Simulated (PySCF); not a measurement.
Numbering as in the mapped SMILES `[O:1]=[C:2]([OH:3])[c:4]1[cH:5][cH:6][cH:7][cH:8][c:9]1[F:10]`. Hydrogens are named by the atom that carries them.

- geometry from GFN2-xTB
- shielding tensors at PBE0/pcSseg-1 (GIAO)
- run in PySCF
- non-relativistic, one computed conformer, gas phase

Question: Predict the 2D correlation tables (HSQC, COSY, HMBC).

Answer: 

HSQC (one-bond C–H):
```tsv
δH	δC
8.68 (H(C5))	141.4 (C5)
7.84 (H(C7))	141.5 (C7)
7.53 (H(C6))	128.8 (C6)
7.44 (H(C8))	123.0 (C8)
```

COSY cross peaks (H two or three bonds apart, from the bond graph; peaks can be absent where the dihedral angle is near 90°):
```tsv
δH	δH
8.68 (H(C5))	7.53 (H(C6))
7.84 (H(C7))	7.53 (H(C6))
7.84 (H(C7))	7.44 (H(C8))
```

HMBC (two and three bonds, from the bond graph):
```tsv
δH	δC
8.68 (H(C5))	173.6 (C9), 169.6 (C2), 141.5 (C7), 128.8 (C6), 121.0 (C4)
7.84 (H(C7))	173.6 (C9), 141.4 (C5), 128.8 (C6), 123.0 (C8)
7.53 (H(C6))	141.5 (C7), 141.4 (C5), 123.0 (C8), 121.0 (C4)
7.44 (H(C8))	173.6 (C9), 141.5 (C7), 128.8 (C6), 121.0 (C4)
```

References, each an isolated molecule treated in the same way: ¹H, ¹³C against TMS.

The OH or NH signal is concentration- and solvent-dependent in practice; the value given is the gas-phase one. Shifts are as computed. Against solution values, carbons near 30 ppm lie about +3 ppm off and those near 130 ppm about +5 ppm. Of 1211 compounds with measured shifts, 218 miss one by over three times the rms of a fit or turn the order of signals round; such compounds aren't used in these exercises. Hydrogen bonding in solution deshields acid and N–H amide carbonyl carbons by as much as 10 ppm beyond these values.
